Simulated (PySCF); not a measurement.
Species: C6H7NO (charge +1 and doublet state).
Cartesian coordinates in Å at the GFN2-xTB level; atoms count from 1:
```xyz
15
C6H7NO angstrom
C     -1.9302    0.0173   -0.1613
C     -1.1108    0.1370    0.9031
C     -1.6357    0.7584    2.0817
N     -2.0348    1.2928    3.0068
C      0.2413   -0.3490    1.0485
C      1.2013   -0.4191    0.0920
C      1.1323    0.1471   -1.2645
O      2.1763   -0.0867   -2.1169
H     -2.9077    0.4740   -0.1705
H     -1.6878   -0.6126   -1.0038
H      0.5100   -0.6484    2.0560
H      2.1319   -0.9104    0.3571
H      0.9918    1.2458   -1.2315
H      0.1862   -0.1965   -1.7473
H      2.7315   -0.8415   -1.8713
```

The hyperfine couplings belong to this conformer and change with its torsions.

Identity: `[CH2+][C](C#N)/C=C\CO` [radical] (charge +1).

Method: PySCF, UKS B3LYP, pcH-1 on C H N O, non-relativistic, mean-field spin-orbit, GIAO. The structure is a single GFN2-xTB conformer in the gas phase; no vibrational or solvent corrections. The geometry wasn't refined by DFT: couplings that depend on bond lengths, twists or pyramidal angles can differ widely from those at the functional's own minimum, by a factor of two or more for some ions and for spin on atoms past the first row. The frame is twisted about the C2–C5 bond at this geometry (dihedral C3–C2–C5–H11 = 29°); couplings at other torsion angles weren't computed. Stability of the SCF solution: not tested.

**Question.** What is the g tensor, term by term?

**Answer.** 
```json
{"Δg (ppm)": "relativistic mass correction", "1": "-170", "2": "-170", "3": "-170"}
{"Δg (ppm)": "gauge correction", "1": "20", "2": "16", "3": "26"}
{"Δg (ppm)": "orbital Zeeman/spin–orbit", "1": "486", "2": "1395", "3": "2777"}
{"Δg (ppm)": "total", "1": "336", "2": "1240", "3": "2632"}
```

So g = 2.00266, 2.00356, 2.00495 and g_iso = 2.00372; the tensor is rhombic: the two nearest values differ by 39 % of g3 − g1. Axes: g2 points within 9° of the C6–C7 bond.

**Question.** At 9.445 GHz, how far is the centre of the isotropic spectrum from where a free electron (g = 2.002319) resonates?

**Answer.** B = hν/(g μB) with μB/h = 13.99624 MHz/mT gives 337.02 mT for the free electron and 336.79 mT at g_iso, 0.24 mT lower.

**Question.** What are the electron Larmor frequencies g μB B/h along the three axes at 330 mT?

**Answer.** 9.2498, 9.2540, 9.2604 GHz for g1, g2 and g3, a range of 10.6 MHz.

**Question.** In a frozen sample, at which fields do the three g values resonate at 9.5, 34, 94 and 263 GHz (hyperfine left aside), and which band first spreads them over more than twice a line width of 0.5 mT?

**Answer.** 
| band | GHz | B(g3) mT | B(g2) mT | B(g1) mT | spread mT |
| --- | --- | --- | --- | --- | --- |
| X | 9.5 | 338.54 | 338.77 | 338.93 | 0.39 |
| Q | 34.0 | 1211.61 | 1212.45 | 1213.00 | 1.39 |
| W | 94.0 | 3349.75 | 3352.08 | 3353.59 | 3.84 |
| J | 263.0 | 9372.17 | 9378.69 | 9382.92 | 10.75 |

The spread grows in proportion to the frequency. Q band is the first where it exceeds 1.0 mT.

The largest Mulliken spin populations are on C1 (+0.35), C6 (+0.22), C5 (+0.18) and O8 (+0.14).

The HOMO–LUMO gaps are 4.78 eV among the α and 1.99 eV among the β orbitals.

Hardware: an INTEL XEON PLATINUM 8581C at 2.10 GHz with one thread, on a shared host. Cost: 63 s of wall time (grids of density and orbitals included), 0.97 GiB resident at most.

The SMILES draws the unpaired electron on C2; the largest computed Mulliken spin population is on C1 (0.35 against -0.02).
